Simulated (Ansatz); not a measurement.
CH$_{3}$BOS$_{2}$. Total charge 0; spin multiplicity 1. The bonds changed during the relaxation, so this is another structure than the one it started from. The structure was optimised at the PBE0-D4/def2-TZVP level. It is one conformer, not always the lowest.

```xyz
8

O    -0.114   -0.665   -1.515
C    -0.345   -0.696   -0.219
B    -0.362    0.529    0.730
S     1.424   -0.157    0.926
S     0.956    1.677    0.048
H    -0.653   -1.691    0.103
H    -1.073    0.755    1.653
H     0.167    0.249   -1.727
```

Task: What is the dipole moment at r2SCAN/def2-TZVPP? (Estimate.)

Result: Ansatz gave: 1.42 D, with components (-0.78, -0.99, -0.66) D in this frame, pointing from negative to positive charge.

Task: And with PBE, B3LYP, ωB97M-V? (An estimate is asked.)

Result: Ansatz gave: PBE 1.30 D, B3LYP 1.38 D, ωB97M-V 1.48 D.

Task: Give the Mulliken charges with r2SCAN, ωB97M-V, PBE in def2-TZVPP. (Estimate.)

Result: The calculation gave: 
| atom | r2SCAN | ωB97M-V | PBE |
| --- | --- | --- | --- |
| O1 | -0.25 | -0.22 | -0.19 |
| C2 | 0.18 | 0.13 | 0.12 |
| B3 | -0.01 | -0.15 | -0.05 |
| S4 | -0.07 | -0.05 | -0.06 |
| S5 | -0.20 | -0.18 | -0.19 |
| H6 | 0.10 | 0.15 | 0.13 |
| H7 | 0.02 | 0.10 | 0.02 |
| H8 | 0.23 | 0.22 | 0.21 |

B3LYP here is the variant with VWN-RPA as its local correlation; programs differ in this.
